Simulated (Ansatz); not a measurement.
Isolated molecules relaxed with PBE0-D4/def2-TZVP in Ansatz; ΔE leaves out vibrations. CBS: MP2 limit from def2 TZ/QZ plus the TZ coupled-cluster correction, frozen cores. This one scheme is used for every species. DFT in def2-TZVPP. HSE06 is defined as in plane-wave codes. Each species was taken in one conformer, which may not be the lowest.

Reaction (formal hydrolysis of the Si–N bond): `N[Si]N([SiH3])[SiH3]` + H₂O → `N[Si]O` + `[SiH3]N[SiH3]`

| level | ΔE (kcal/mol) |
| --- | --- |
| BLYP-D4 | -7.0 |
| HSE06-D4 | -6.1 |
| MP2/def2-SVP | -5.7 |
| CCSD(T)/def2-SVP | -5.7 |

What does CCSD(T)/CBS give? (An estimate is asked.)

The calculation gave: -6.3 kcal/mol. The listed levels differ from it by -0.7, 0.2, 0.6, 0.6 kcal/mol.

Largest T1 diagnostic among the species: 0.014.

The D4 term adds +4.5 kcal/mol with B3LYP and +2.4 kcal/mol with PBE0; it sums over pairs of atoms, weighted by their polarisabilities, and B3LYP, whose exchange is more repulsive, gets the larger term. In def2-TZVPP, CCSD(T) changes the Hartree–Fock value by +7.0 kcal/mol (the triples alone add +1.3 kcal/mol) and MP2 by +7.7 kcal/mol. Leaving LDA and LC-ωPBE aside and taking each functional with its dispersion term where it has one, the values, not all of them listed here, spread over 5.2 kcal/mol, from B2PLYP to revPBE-D4. LDA lies +2.3 kcal/mol from PBE without D4.

B3LYP here is the variant with VWN-RPA as its local correlation; programs differ in this.
